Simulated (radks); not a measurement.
Task: All-electron atom: neutral lead in [Hg] 6p2. All-electron calculation, Dirac Kohn-Sham, SOGGA, spin-unpolarised, spherical densities, point nucleus; open shells are shared between the two j in proportion to 2j + 1. Program: a radial shooting solver on a logarithmic mesh with Libxc functionals. Some entries of the table are withheld. Estimate them.

orbital      occ.  eigenvalue (eV)  <r^2> (bohr^2)
1s1/2           2        -87950.95       0.0003573
2s1/2           2        -15717.09        0.005364
2p1/2           2        -15092.91        0.003776
2p3/2           4        -12904.13        0.004958
3s1/2           2        -3772.019         0.03477
3p1/2           2        -3490.601         0.03160
3p3/2           4        -3002.274         0.03794
3d3/2           4        -2540.071         0.02893
3d5/2           6        -2436.150         0.03065
4s1/2           2        -853.4765          0.1668
4p1/2           2        -731.7617          0.1692
4p3/2           4        -612.1422          0.2005
4d3/2           4        -414.0077          0.2084
4d5/2           6        -391.6870          0.2192
5s1/2           2        -143.5871          0.8178
4f5/2           6        -135.1143          0.2435
4f7/2           8        -130.0833          0.2504
5p1/2           2              (1)          0.9397
5p3/2           4              (2)           1.140
5d3/2           4         -22.5513           1.904
5d5/2           6         -19.9641           2.060
6s1/2           2         -11.9392             (3)
6p1/2    0.666667          -4.5135           10.55
6p3/2     1.33333          -3.0298           14.54

Result: 
(1) 5p1/2 eigenvalue (eV): -102.0451
(2) 5p3/2 eigenvalue (eV): -79.6367
(3) 6s1/2 <r^2> (bohr^2): 6.073
